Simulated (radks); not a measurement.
The numbers below are computed, except where a source is named.
Species: Cd. Configuration: [Kr] 4d9.5 5s2 5p0.5 (fractional occupations, a model configuration). Level of theory: Dirac Kohn-Sham, LDA (Slater exchange, Perdew-Wang correlation), spin-unpolarised, spherical densities, point nucleus; open shells fill j = l - 1/2 first (a radial shooting solver on a logarithmic mesh with Libxc functionals).

Normalised radial functions P(r) = r R(r) (large component), r in bohr:

| r | 4p3/2 | 4d3/2 | 5p1/2 |
|---|---|---|---|
| 0.003014 | 0.0049 | 0.0000 | 0.0019 |
| 0.003509 | 0.0065 | 0.0001 | 0.0024 |
| 0.004085 | 0.0087 | 0.0001 | 0.0030 |
| 0.004756 | 0.0115 | 0.0002 | 0.0037 |
| 0.005537 | 0.0152 | 0.0002 | 0.0047 |
| 0.006394 | 0.0198 | 0.0003 | 0.0059 |
| 0.007444 | 0.0261 | 0.0005 | 0.0075 |
| 0.008666 | 0.0341 | 0.0008 | 0.0094 |
| 0.01009 | 0.0445 | 0.0012 | 0.0119 |
| 0.01174 | 0.0576 | 0.0018 | 0.0150 |
| 0.01367 | 0.0742 | 0.0026 | 0.0188 |
| 0.01592 | 0.0947 | 0.0040 | 0.0235 |
| 0.01853 | 0.1198 | 0.0059 | 0.0290 |
| 0.0214 | 0.1483 | 0.0085 | 0.0353 |
| 0.02491 | 0.1833 | 0.0126 | 0.0428 |
| 0.029 | 0.2233 | 0.0184 | 0.0512 |
| 0.03376 | 0.2671 | 0.0268 | 0.0602 |
| 0.03931 | 0.3127 | 0.0384 | 0.0693 |
| 0.04576 | 0.3565 | 0.0546 | 0.0777 |
| 0.05327 | 0.3933 | 0.0764 | 0.0842 |
| 0.06201 | 0.4162 | 0.1053 | 0.0874 |
| 0.07162 | 0.4173 | 0.1402 | 0.0856 |
| 0.08338 | 0.3882 | 0.1857 | 0.0771 |
| 0.09706 | 0.3198 | 0.2399 | 0.0602 |
| 0.113 | 0.2075 | 0.3011 | 0.0343 |
| 0.1315 | 0.0525 | 0.3652 | 0.0000 |
| 0.1531 | -0.1343 | 0.4257 | -0.0397 |
| 0.1783 | -0.3309 | 0.4727 | -0.0797 |
| 0.2075 | -0.5048 | 0.4942 | -0.1127 |
| 0.2397 | -0.6133 | 0.4794 | -0.1300 |
| 0.279 | -0.6326 | 0.4159 | -0.1262 |
| 0.3249 | -0.5291 | 0.2965 | -0.0955 |
| 0.3782 | -0.2995 | 0.1224 | -0.0389 |
| 0.4403 | 0.0308 | -0.0957 | 0.0357 |
| 0.5125 | 0.4089 | -0.3366 | 0.1141 |
| 0.5967 | 0.7645 | -0.5713 | 0.1781 |
| 0.6946 | 1.0289 | -0.7685 | 0.2102 |
| 0.8022 | 1.1525 | -0.8965 | 0.2001 |
| 0.9339 | 1.1385 | -0.9557 | 0.1443 |
| 1.087 | 1.0018 | -0.9377 | 0.0489 |
| 1.266 | 0.7927 | -0.8567 | -0.0717 |
| 1.473 | 0.5657 | -0.7341 | -0.2005 |
| 1.715 | 0.3636 | -0.5924 | -0.3215 |
| 1.997 | 0.2094 | -0.4507 | -0.4219 |
| 2.325 | 0.1070 | -0.3231 | -0.4931 |
| 2.685 | 0.0502 | -0.2222 | -0.5297 |
| 3.126 | 0.0195 | -0.1399 | -0.5348 |
| 3.639 | 0.0064 | -0.0814 | -0.5079 |
| 4.236 | 0.0017 | -0.0433 | -0.4544 |
| 4.931 | 0.0004 | -0.0207 | -0.3823 |
| 5.741 | 0.0001 | -0.0088 | -0.3012 |
| 6.683 | 0.0000 | -0.0032 | -0.2210 |
| 7.78 | 0.0000 | -0.0010 | -0.1498 |
| 8.985 | 0.0000 | -0.0003 | -0.0957 |
| 10.46 | 0.0000 | -0.0001 | -0.0542 |
| 12.18 | 0.0000 | 0.0000 | -0.0275 |
| 14.18 | 0.0000 | 0.0000 | -0.0123 |

4p3/2: eigenvalue -68.192 eV, 2 radial nodes at r = 0.138, 0.435 bohr, <r> = 0.967 bohr, 90 % of the charge inside 1.43 bohr. 4d3/2: eigenvalue -15.016 eV, 1 radial node at r = 0.413 bohr, <r> = 1.25 bohr, 90 % of the charge inside 1.99 bohr. 5p1/2: eigenvalue -2.197 eV, 3 radial nodes at r = 0.132, 0.411, 1.16 bohr, <r> = 3.89 bohr, 90 % of the charge inside 6.13 bohr.
